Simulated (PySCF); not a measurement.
This triplet is an excited state, 1.14 eV above the relaxed singlet at the level B3LYP-D3(BJ)/def2-TZVP (PySCF).

```xyz
8

C      2.5725    -0.0859    -0.7507
C      1.5022    -0.1607    -0.1754
Si     0.0071    -0.3109     0.7824
C     -1.6523     0.0853    -0.0407
H      3.5005    -0.0161    -1.2652
H     -1.6533     1.1202    -0.3862
H     -2.4655    -0.0494     0.6714
H     -1.8113    -0.5825    -0.8888
```

Charge 0, multiplicity 3.

**Question.** Give the Mulliken and meta-Löwdin atomic charges from PBE-D3(BJ)/def2-TZVP // B3LYP-D3(BJ)/def2-TZVP (PySCF).

**Answer.** 
```
atom  Mulliken (e)  meta-Löwdin (e)
----  ------------  ---------------
C1           -0.20            -0.16
C2           -0.05            -0.27
Si3           0.06             0.37
C4           -0.43            -0.55
H5            0.17             0.18
H6            0.15             0.15
H7            0.15             0.15
H8            0.15             0.15
```
